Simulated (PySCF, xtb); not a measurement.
C₃H₈Si, SMILES C1C[SiH2]C1.

GFN2-xTB in xtb at its own geometry gives an orbital gap of 4.82 eV and a dipole moment of 0.32 D.

Geometry: B3LYP-D3(BJ)/def2-SVP.

Task: What does PySCF with PBE0/def2-TZVP give? (An estimate is asked for; the answer gives what the named calculation found.)

Result: gap 8.21 eV (levels -7.83 and 0.38 eV), dipole 0.50 D.
